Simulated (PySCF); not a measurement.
RuH: mean field, correlation and small terms against distance

State: ⁴Σ⁻, quartet, unpaired electrons σ ↑, δ ↑↑. ROHF-based CCSD(T) in PySCF 2.14 with H cc-pVTZ, Ru cc-pVTZ-PP with ECP28 and H cc-pVQZ, Ru cc-pVQZ-PP with ECP28 (frozen core orbitals: 4; scalar-relativistic core potentials). Correlation energies are extrapolated as n⁻³ (n = 3, 4), Hartree–Fock as (n+1)·exp(−9√n). All energies in eV from H + Ru (4d7 5s1).

| R (Å) | HF/CBS | CCSD corr. | (T) | total |
| --- | --- | --- | --- | --- |
| 1.4046 | -0.530 | -1.760 | -0.1502 | -2.440 |
| 1.4684 | -0.783 | -1.698 | -0.1463 | -2.627 |
| 1.5323 | -0.940 | -1.634 | -0.1421 | -2.716 |
| 1.5961 | -1.025 | -1.571 | -0.1376 | -2.733 |
| 1.6600 | -1.054 | -1.509 | -0.1331 | -2.696 |
| 1.7398 | -1.031 | -1.436 | -0.1277 | -2.595 |
| 1.8196 | -0.961 | -1.370 | -0.1229 | -2.454 |

A fit to the total gives Re = 1.5812 Å, De = 2.735 eV, ωe = 1961.3 cm⁻¹, Be = 6.757 cm⁻¹ (masses 1.0078 and 101.9043 u).

Question: At R = 1.5961 Å the CCSD correlation energy is -0.246467 hartree in the smaller basis and -0.264208 in the larger. Extrapolate it.

Answer: (4³·E4 − 3³·E3)/(4³ − 3³) = -0.27715 hartree; the larger basis holds 95.3 % of it.

The T1 diagnostic is 0.045, large enough to doubt a single reference. The state was picked by a PBE0 search and need not be the measured ground state. Spin–orbit coupling, excitations beyond (T) and corrections to the Born–Oppenheimer picture are left out.
